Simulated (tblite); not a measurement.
C3H15N2PSi2.
Numbering: `[CH3:1][CH2:2][N:3]([SiH3:4])[Si@:5]([CH3:6])([NH2:7])[PH2:8]` (hydrogens: H9, H10, H11 on C1; H12, H13 on C2; H14, H15, H16 on Si4; H17, H18, H19 on C6; H20, H21 on N7; H22, H23 on P8)

Cartesian coordinates in Å at the GFN2-xTB level; atoms count from 1:
```
atom  x, y, z in Å
C1    -2.2341    1.1089    0.8109
C2    -1.4494    0.9591   -0.4853
N3    -0.5621   -0.1864   -0.4736
Si4   -1.2582   -1.7326   -0.8082
Si5    0.9911   -0.0162    0.2963
C6     2.3332   -0.6272   -0.9278
N7     0.9449   -0.8698    1.8040
P8     1.2839    2.1365    0.8828
H9    -2.8498    0.2288    0.9789
H10   -1.5402    1.2130    1.6425
H11   -2.8732    1.9875    0.7677
H12   -2.1411    0.8623   -1.3276
H13   -0.8506    1.8649   -0.6447
H14   -0.1416   -2.6436   -1.0478
H15   -2.0716   -2.2643    0.2957
H16   -2.0952   -1.5637   -1.9971
H17    2.2903   -0.0943   -1.8727
H18    2.2098   -1.6842   -1.1401
H19    3.3276   -0.4861   -0.5132
H20    1.7167   -0.7828    2.4452
H21    0.6061   -1.8183    1.7946
H22    1.8163    2.5183   -0.3353
H23    2.5424    1.9171    1.4108
```

Computed values, GFN2-xTB/tblite, gas phase, harmonic and unscaled. Against measured fundamentals such values can be off by several per cent, at times by over 20. Modes of hydrogen on phosphorus and silicon can be 10 to 20 % off. One conformer, not necessarily the lowest.

Harmonic wavenumbers (cm⁻¹): 29.9, 72.3, 86.0, 89.6, 120.1, 126.2, 137.4, 142.4, 161.4, 177.5, 183.3, 213.8, 222.1, 250.0, 344.6, 422.2, 463.8, 497.3, 569.5, 580.3, 615.5, 679.1, 695.7, 731.1, 755.7, 775.3, 789.5, 802.0, 816.2, 822.0, 835.1, 884.2, 957.4, 980.8, 1084.5, 1154.8, 1165.0, 1171.8, 1276.5, 1336.1, 1362.1, 1398.0, 1480.4, 1481.0, 1481.5, 1485.5, 1493.8, 1502.8, 2177.2, 2243.2, 2267.6, 2302.3, 2385.1, 2891.5, 2932.7, 3028.7, 3033.7, 3034.2, 3038.8, 3043.5, 3047.7, 3465.5, 3505.4.

A = 1387, B = 949.8, C = 717.4 MHz; mass 166.051 u (most abundant isotopes); point group C1, symmetry number 1.

Problem. What is the zero-point energy?

Solution. ½Σν̃ = 38650 cm⁻¹ = 110.51 kcal/mol.

Problem. Entropy at 350 K, 1 bar (ideal gas, RRHO, classical rotation)?

Solution. Translation 42.05, rotation 30.69, vibration 57.74: S = 130.5 cal/(mol K).

Problem. And Cp and H(350 K) − H(0)?

Solution. Cp = 59.55 cal/(mol K), of which vibrations give 51.60 (their classical limit is 63 R = 125.2); H(350 K) − H(0) = 12.88 kcal/mol without the zero-point energy, 10.10 from vibrations.

Problem. Blend soft modes into free rotors: weight 1/[1 + (100 cm⁻¹/ν̃)⁴] for the oscillator and the rest for a rotor with moment μB/(μ + B), μ = h/(8π²ν), B = 10⁻⁴⁴ kg m². What vibrational entropy results?

Solution. 53.29 cal/(mol K) in place of 57.74, which changes −T·S at 350 K by +1.56 kcal/mol.

Problem. What must be added to the electronic energy to get the Gibbs energy at 350 K and 1 bar?

Solution. ZPE + [H(350 K) − H(0)] − T·S = 110.51 + 12.88 − 45.67 = 77.72 kcal/mol.

Hindered rotation and anharmonicity are outside this model. Other conformers, if any are populated, would add a mixing term that is left out. The structure is chiral; the term R ln 2 for an equal mix with its mirror image is left out.
